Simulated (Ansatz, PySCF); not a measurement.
Molecule: C2H7BO, net charge 0, singlet state. 
Structure (B3LYP-D3(BJ)/def2-TZVP (Ansatz, a quantum-chemistry and plane-wave program) minimum search):
SMILES: CB(O)C
```xyz
11

B     -0.0050     0.0703    -0.0221
C      1.5173    -0.3198    -0.0309
C     -1.1279    -0.9532     0.4046
O     -0.3187     1.3442    -0.4059
H      2.1405     0.4104    -0.5486
H      1.6831    -1.3053    -0.4747
H      1.8795    -0.3938     1.0012
H     -2.1120    -0.5043     0.5658
H     -1.2404    -1.7136    -0.3766
H     -0.8513    -1.4984     1.3110
H     -1.2611     1.5379    -0.3623
```

Quantity: atomisation energy (electronic, to ground-state atoms), in eV. Valence correlation only, unless marked. Open shells are spin-unrestricted. No spin-orbit coupling. Non-relativistic. The coupled-cluster limit lacks core correlation, which all-electron functionals hold. CBS marks a two-point X^-3 extrapolation of the correlation energy; Hartree-Fock from the larger set. The bracket is a focal-point correction in the basis named.

```csv
level,program,atomisation energy (eV),rough core time
HF-D4/def2-TZVPD,PySCF + dftd4,35.19,-
BLYP/def2-TZVPD,Ansatz,44.90,under 20 s
B3LYP/def2-TZVPD,Ansatz,45.20,under 20 s
LC-wPBE-D4/def2-TZVPD,Ansatz + dftd4,45.53,under 20 s
wB97X-V/def2-TZVPD,Ansatz,45.38,under 20 s
B2GP-PLYP/def2-TZVPD,Ansatz,44.85,under 20 s
RPA@PBE/cc-pVQZ,Ansatz,43.08,50 s
MP2/aug-cc-pVDZ,Ansatz,43.29,-
CCSD/aug-cc-pVDZ,Ansatz,42.24,-
"RI-MP2/CBS(aug-cc-pVTZ,aug-cc-pVQZ)+[CCSD(T)-MP2]/aug-cc-pVTZ",Ansatz,45.41,-
```

Core times are rough, on shared machines, summed over the molecules involved; a dash marks a level read off another run, or run on other hardware, by another program or under a memory cap.
